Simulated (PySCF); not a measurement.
H7NSi2, SMILES [SiH3]N[SiH3]. Geometry: PBE0-D3(BJ)/def2-SVP.

Give the equilibrium geometry at PBE0-D3(BJ)/def2-SVP (PySCF confirms it by a frequency run) as Cartesian coordinates in Å, and its point group. (The exact figures need the calculation; the answer reports its results.)

point group Cs.
```xyz
10

Si     0.0008     0.1327     1.5728
N     -0.0081    -0.6129     0.0000
Si     0.0008     0.1327    -1.5728
H     -1.0493    -0.4668     2.4544
H     -0.2742     1.5860     1.3789
H      1.3103    -0.0184     2.2845
H      0.0609    -1.6280     0.0000
H      1.3103    -0.0184    -2.2845
H     -1.0493    -0.4668    -2.4544
H     -0.2742     1.5860    -1.3789
```
